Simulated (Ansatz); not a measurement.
Job for Ansatz (a quantum-chemistry and plane-wave program): R-CCSD(T)/def2-TZVPP on CH5ClGe (SMILES [CH3][GeH2][Cl]), a point of a torsion scan. The run froze 20 orbitals, filled d shells among them.

Ansatz 0.2 input:
```yaml
crystal:
  periodic: [false, false, false]
  atoms:
    - {symbol: C, position_ang: [-1.07000046, 0.15231290, 0.03954456]}
    - {symbol: Ge, position_ang: [0.86296779, -0.25893363, -0.04269232]}
    - {symbol: Cl, position_ang: [1.19874352, -1.60476173, -1.62321455]}
    - {symbol: H, position_ang: [-1.48750552, -0.13512307, 1.00061548]}
    - {symbol: H, position_ang: [-1.60036196, -0.39002327, -0.73856174]}
    - {symbol: H, position_ang: [-1.24731779, 1.21466520, -0.10385871]}
    - {symbol: H, position_ang: [1.71961956, 0.95837965, -0.30925726]}
    - {symbol: H, position_ang: [1.38569784, -0.91555337, 1.21523677]}
basis:
  gaussian:
    orbitals: def2-TZVPP
magnetization: {spin_polarized: false}
correlation: {method: ccsd_t, electrons: outside_noble_gas}
scf: {lower_state_search: off}
```

Predict the final total energy.

-2576.2786 hartree (reference determinant -2575.7214, T1 diagnostic 0.008).

How many basis functions does it have, and what does it roughly cost on one machine?

191 functions; very roughly 30 core-seconds.
